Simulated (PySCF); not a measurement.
# Electron correlation in Cr⁹⁺ (chromium, charge +9)

[Ne] 3s2 3p3, high-spin 4S determinant. Computed with PySCF 2.14 in an even-tempered Gaussian basis (17 s from 0.49 bohr⁻², ratio 2.5; 11 p from 0.64 bohr⁻², ratio 2.5; 5 d from 3.8 bohr⁻², ratio 2.7; 4 f from 5.7 bohr⁻², ratio 2.7), with the non-relativistic Hamiltonian (point nucleus). Frozen: 1s2; 13 electrons correlated; the 17 highest virtual orbitals of each spin left out.

| level | correlation energy (mhartree) |
| --- | --- |
| CCSD | -465.49 |
| (T) | -2.98 |
| CCSD(T) | -468.47 |

Diagnostics: T1 = 0.0018, D1 = 0.0058, largest double amplitude 0.041.

Cost of the coupled-cluster step: of the order of 60 core-seconds, for 13 correlated electrons.
